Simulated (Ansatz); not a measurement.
Consider the substitution at a C–B bond: `COB(F)[CH2][AlH2]` + `N=CO` → `O/C=N/[CH2][AlH2]` + `COBF`.

Computed with Ansatz on PBE0-D4/def2-TZVP structures; ΔE is electronic, products minus reactants. CCSD(T)/CBS adds triple-zeta CCSD(T) − MP2 to the extrapolated MP2 energy (def2 sets, frozen cores). This one scheme is used for every species. DFT in def2-TZVPP. B3LYP here is the variant with VWN-RPA as its local correlation; programs differ in this. Each species was taken in one conformer, which may not be the lowest.

```
             level  ΔE (kcal/mol)  difference from CCSD(T)/CBS
            PBE-D4           23.8                         -1.3
         r2SCAN-D4           25.9                          0.8
           PBE0-D4           25.0                         -0.1
          B3LYP-D4           23.5                         -1.6
           ωB97X-V           24.5                         -0.6
           ωB97M-V           25.5                          0.4
            B2PLYP           23.5                         -1.6
               PBE           23.1                         -2.0
            r2SCAN           25.7                          0.6
              PBE0           24.4                         -0.7
             B3LYP           22.5                         -2.6
     HF/def2-TZVPP           23.6                         -1.5
    MP2/def2-TZVPP           25.1                          0.0
SCS-MP2/def2-TZVPP           23.8                         -1.3
   CCSD/def2-TZVPP           25.0                         -0.1
CCSD(T)/def2-TZVPP           25.0                         -0.1
     HF/def2-QZVPP           23.5                         -1.6
    MP2/def2-QZVPP           25.1                          0.0
SCS-MP2/def2-QZVPP           23.9                         -1.2
      HF/CBS(def2)           23.4                         -1.7
     MP2/CBS(def2)           25.2                          0.1
    CCSD/CBS(def2)           25.2                          0.1
       CCSD(T)/CBS           25.1                            0
```

Largest T1 diagnostic among the species: 0.014.

In def2-TZVPP, CCSD(T) changes the Hartree–Fock value by +1.4 kcal/mol (the triples alone add −0.0 kcal/mol) and MP2 by +1.5 kcal/mol. From PBE to PBE0 (25 % exact exchange), in def2-TZVPP and without D4, ΔE moves by +1.2 kcal/mol. The D4 term adds +1.1 kcal/mol with B3LYP and +0.6 kcal/mol with PBE0; it sums over pairs of atoms, weighted by their polarisabilities, and B3LYP, whose exchange is more repulsive, gets the larger term.
